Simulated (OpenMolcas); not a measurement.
**F VI: effect of the active space**

```yaml
Program: OpenMolcas 26.06
Method: XMS-CASPT2 or its RAS form, IPEA 0.25 Eh, imaginary shift 0.1 Eh
Basis: ANO-RCC-VTZP
Scalar_Hamiltonian: DKH2, point nucleus
Spin-orbit_coupling: RASSI with atomic mean-field integrals over the reference wave functions, term energies averaged over their components
```

A. 2 electrons in 4 orbitals (2s 2p); 2S+1 = 3 even, 3 roots; 2S+1 = 1 even, 7 roots (6 in the spin-orbit step); 2S+1 = 3 odd, 3 roots; 2S+1 = 1 odd, 3 roots; closed shells correlated: 1s; CASPT2 step roughly 1.1 core-seconds
B. 2 electrons in 8 orbitals (2s 2p 3s 3p); 2S+1 = 3 even, 3 roots; 2S+1 = 1 even, 6 roots; 2S+1 = 3 odd, 3 roots; 2S+1 = 1 odd, 3 roots; closed shells correlated: 1s; CASPT2 step of the order of 2.2 core-seconds
C. 2 electrons in 9 orbitals (RAS2 2s 2p; RAS3 3d, at most 2 electrons); 2S+1 = 3 even, 3 roots; 2S+1 = 1 even, 7 roots (6 in the spin-orbit step); 2S+1 = 3 odd, 3 roots; 2S+1 = 1 odd, 3 roots; closed shells correlated: 1s; CASPT2 step about 4 core-seconds

Energies in eV above 2s2 1S0, the measured ground level; measured values from Moore, Atomic Energy Levels, vol. I, NSRDS-NBS 35 (1971 reprint of NBS Circular 467, 1949).

```json
{"Level": "2s2 1S0", "A": "0.0000", "B": "0.0000", "C": "0.0000", "Measured": "0.0000"}
{"Level": "2s 2p 3P* 0", "A": "11.997", "B": "11.993", "C": "11.990", "Measured": ""}
{"Level": "2s 2p 3P* 1", "A": "12.031", "B": "12.027", "C": "12.024", "Measured": "12.0092"}
{"Level": "2s 2p 3P* 2", "A": "12.100", "B": "12.096", "C": "12.093", "Measured": "12.0806"}
{"Level": "2s 2p 1P* 1", "A": "23.490", "B": "23.486", "C": "23.431", "Measured": ""}
{"Level": "2p2 3P0", "A": "31.272", "B": "31.270", "C": "31.267", "Measured": ""}
{"Level": "2p2 3P1", "A": "31.306", "B": "31.304", "C": "31.301", "Measured": "31.1988"}
{"Level": "2p2 3P2", "A": "31.374", "B": "31.371", "C": "31.368", "Measured": "31.2620"}
{"Level": "2p2 1D2", "A": "34.215", "B": "34.216", "C": "34.258", "Measured": "34.0457"}
```

Deviations, from unrounded energies. A percentage is the sum of absolute deviations over the sum of measured energies, with the sign that they share, or ± where signs differ.

```
           Against measurement  Levels     A     B     C
mean absolute deviation (cm-1)       5   690   670   720
      other configurations (%)       5  +0.4  +0.3  +0.4
```

A, B lie about equally close to measurement and C furthest from it. The largest miss of B in the table is 2p2 1D2, by +1400 cm-1. The ranking rests on the paired levels alone, and a cruder setting can come out closer through cancelling errors.

Among A to C the level of the table that moves most is 2s 2p 1P* 1, by 470 cm-1 (lowest in C, highest in A).

Active for correlation alone: 3p 3s; no level in the range computed is led by a configuration that fills them, so any true level of that kind is missing (holds for B). Active for correlation alone: 3d; no level in the range computed is led by a configuration that fills it, so any true level of that kind is missing (holds for C). Measured partners are found by configuration, term and J. A level has none where our copy of the source lacks it or the pairing is in doubt (some pairs that miss far off the trend of their configuration count as doubtful), and it then counts in no deviation. Levels of configurations outside the active space are missing.

* marks odd parity.
